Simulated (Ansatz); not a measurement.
Input file for CH8GeO2Si, SMILES `O[SiH](O)[CH2][GeH3]`:

```yaml
crystal:
  periodic: [false, false, false]
  atoms:
    - {symbol: O, position_ang: [0.431102, -1.833880, 0.373891]}
    - {symbol: Si, position_ang: [1.137780, -0.356481, 0.196998]}
    - {symbol: O, position_ang: [2.313782, -0.093849, 1.317168]}
    - {symbol: C, position_ang: [-0.261723, 0.849055, 0.292066]}
    - {symbol: Ge, position_ang: [-1.698246, 0.482477, -0.993892]}
    - {symbol: H, position_ang: [0.992925, -2.605501, 0.290880]}
    - {symbol: H, position_ang: [1.867778, -0.266320, -1.090259]}
    - {symbol: H, position_ang: [2.051010, -0.049504, 2.237794]}
    - {symbol: H, position_ang: [-0.703849, 0.841947, 1.293363]}
    - {symbol: H, position_ang: [0.119176, 1.857865, 0.109409]}
    - {symbol: H, position_ang: [-1.100896, 0.149071, -2.372798]}
    - {symbol: H, position_ang: [-2.552009, -0.699784, -0.514631]}
    - {symbol: H, position_ang: [-2.596831, 1.724916, -1.139978]}
basis:
  gaussian: {orbitals: def2-TZVPP}
correlation: {method: ccsd_t}
```

```sh
$ ansatz run in.yaml --threads 2 --pin off --events-out ev --progress --plain --max-ram 22528MiB --backend cuda --devices 0, --max-vram 18GiB
```

Output of Ansatz, abridged:

```
Functional definition: HF
1762 factors; integrals over basis functions are off by at most 1.1e-3 eV
mean field evaluation 1: about -69567.4327 eV, gradient 5.2e1 eV
mean field evaluation 2: about -69567.6785 eV, gradient 5.2e1 eV
mean field evaluation 4: about -69573.0407 eV, gradient 3.9e0 eV
mean field evaluation 8: about -69573.1106 eV, gradient 2.4e-1 eV
mean field -69573.11088412 eV, -2556.7646666429 hartree, gradient 1.8e-6 eV, S^2 0.000000; 0 other end points of the search recorded, 0 dependent functions left out
17 core orbitals not correlated: weight in the atoms' cores, before any rotation towards them, 1.000 or more for the frozen orbitals, at most 0.000 for the correlated occupied ones
reference -69573.11088412 eV, -2556.7646666429 hartree; 21, 21 occupied and 257, 257 virtual orbitals, 1762 factors
second order -28.46319876 eV of doubles, -0.00000000 eV of singles
cycle   1  -28.60527477 eV  change   -1.4e-1 eV  update   1.1e-1
cycle   2  -29.35429497 eV  change   -7.5e-1 eV  update   3.3e-2
cycle   3  -29.48351230 eV  change   -1.3e-1 eV  update   1.6e-2
cycle   4  -29.46732479 eV  change    1.6e-2 eV  update   3.4e-3
cycle   5  -29.46669421 eV  change    6.3e-4 eV  update   1.5e-3
cycle   6  -29.46703749 eV  change   -3.4e-4 eV  update   3.9e-4
cycle   7  -29.46680559 eV  change    2.3e-4 eV  update   1.6e-4
cycle   8  -29.46676774 eV  change    3.8e-5 eV  update   4.6e-5
perturbative correction -1.05271828 eV, -0.0386866831 hartree
Total energy: -69603.63037013 eV, -2557.8862370671 hartree
```

Hardware: 2 threads of an AMD EPYC 7R13 on a shared host and a share of an NVIDIA H100 80 GB. Wall time 4.4 s, peak host memory 0.88 GiB.

The correlation energy is -30.519 eV, 3.4 % of it from (T); the T1 diagnostic reads 0.0114.
